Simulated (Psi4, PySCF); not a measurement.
PySCF was given this input:
```python
from pyscf import gto, scf, dft

mol = gto.Mole()
mol.atom = '''
    Co    0.00000000    0.00000000    0.00000000
    Cl   -0.00000000   -0.00000000   -1.94700374
    Cl    0.00000000    0.00000000    1.94700374
'''
mol.basis = '6-31g*'
mol.spin = 3
mol.verbose = 4
mol.build()

mf = dft.UKS(mol)
mf.xc = 'b3lyp'
mf.grids.atom_grid = (99, 590)
mf.grids.prune = None
mf.kernel()
```

**Question.** Write the same job for Psi4.

**Answer.** Several could match; the one computed here: 
```
memory 2 GB

molecule mol {
0 4
Co    0.000000    0.000000    0.000000
Cl   -0.000000   -0.000000   -1.947004
Cl    0.000000    0.000000    1.947004
}

set {
  basis 6-31g*
  reference uks
  scf_type pk
  puream true
  d_convergence 1e-8
  dft_radial_points 99
  dft_spherical_points 590
}

energy('b3lyp')
print_variables()
```

Both were run: PySCF gave -2303.082219 Eh and Psi4 -2303.082220 Eh, 0.001 mEh apart.
